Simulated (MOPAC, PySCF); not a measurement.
H3BO, SMILES `BO`, neutral singlet in the gas phase. 

Cartesian coordinates (Å):
```xyz
5

B     -0.4152    -0.0879     0.0175
O      0.9100    -0.3500     0.0489
H     -0.8133     1.0274    -0.1586
H     -1.1490    -1.0142     0.1723
H      1.4676     0.4248    -0.0802
```
Charge 0, multiplicity 1.

All levels are single points at this geometry (B3LYP-D3(BJ)/def2-TZVP); Pople sets use spherical d functions. Orbital energies aren't observables, and empty levels follow the basis.

SVWN5/6-31G* in PySCF gives HOMO (eV) = -7.07.

**Question.** Estimate the HOMO (eV) from each of these levels: M06-2X/def2-TZVP in PySCF; B3LYP/6-31G* in PySCF; BP86/6-31G* in PySCF; M06-2X/6-31G* in PySCF; PBE/6-31G* in PySCF; HF/6-31G* in PySCF; AM1 in MOPAC; PM7 in MOPAC.

**Answer.** 
| level | HOMO (eV) |
|---|---|
| M06-2X/def2-TZVP in PySCF | -10.28 |
| B3LYP/6-31G* in PySCF | -8.42 |
| BP86/6-31G* in PySCF | -7.22 |
| M06-2X/6-31G* in PySCF | -10.09 |
| PBE/6-31G* in PySCF | -7.08 |
| HF/6-31G* in PySCF | -12.53 |
| AM1 in MOPAC | -11.12 |
| PM7 in MOPAC | -11.07 |
